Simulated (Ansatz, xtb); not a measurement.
Two isomers of C4H3BrClF

Structure X: `FC1=C(Br)C[C@@H]1Cl`, a singlet. Structure Y: `C=C=C[C@](F)(Cl)Br`, a singlet. Both are isolated molecules in the gas phase, relaxed with PBE0-D3(BJ)/def2-SVP, each in the lowest conformer that the search found.

Quicker runs give these differences E(Y) − E(X): GFN2-xTB +16.4 kcal/mol; HF/STO-3G +38.6 kcal/mol (at GFN2-xTB geometries); r2SCAN-D4/def2-SVP +10.8 kcal/mol (at GFN2-xTB geometries).

**Question.** Estimate E(Y) − E(X) at the level CCSD(T)/def2-SVP + ΔMP2/def2-TZVPP.

**Answer.** Calculated at CCSD(T)/def2-SVP + ΔMP2/def2-TZVPP: E(Y) − E(X) = +10.6 kcal/mol, so structure X lies lower.

Level by level:

| level | geometry | E(Y) − E(X) (kcal/mol) | departure from the last row (kcal/mol) | job, with rough time for the two |
| --- | --- | --- | --- | --- |
| GFN2-xTB | GFN2-xTB | +16.4 | +5.8 | optimisation, 0.3 s |
| HF/STO-3G | GFN2-xTB | +38.6 | +28.0 | single point, 0.44 s |
| r2SCAN-D4/def2-SVP | GFN2-xTB | +10.8 | +0.2 | single point, 3.6 s |
| PBE0-D3(BJ)/def2-SVP | PBE0-D3(BJ)/def2-SVP | +15.7 | +5.0 | optimisation, 33 s |
| HF/def2-SVP | PBE0-D3(BJ)/def2-SVP | +10.6 | 0.0 | part of the CCSD(T) run |
| MP2/def2-SVP | PBE0-D3(BJ)/def2-SVP | +13.6 | +3.0 | part of the CCSD(T) run |
| CCSD(T)/def2-SVP | PBE0-D3(BJ)/def2-SVP | +10.4 | −0.2 | single point |
| CCSD(T)/def2-SVP + ΔMP2/def2-TZVPP | PBE0-D3(BJ)/def2-SVP | +10.6 |  | single point, 68 s |

As drawn, Y has 1 C=C in place of 2 C–C. Structure X has a 4-membered ring, Y no ring.

The levels shown agree on the order. The largest departure from CCSD(T)/def2-SVP + ΔMP2/def2-TZVPP is that of HF/STO-3G, 28.0 kcal/mol. The last row adds to CCSD(T) the change of the MP2 difference between the two basis sets, here +0.2 kcal/mol.

With thermal terms from frequencies at re-optimised GFN2-xTB minima (ideal gas, soft modes damped towards free rotors, one conformer each, 298.15 K, 1 atm): on the last row, ΔE + ΔZPE = +8.1, ΔH = +8.8, ΔG = +7.5 kcal/mol.

The correlated steps freeze 19 core orbitals; the filled d shell of Br is correlated, in a basis made for valence electrons. Codes used: Ansatz 0.2.0, xtb 6.7.1; the last row on 4 threads of Arm Neoverse V1 on a shared host.
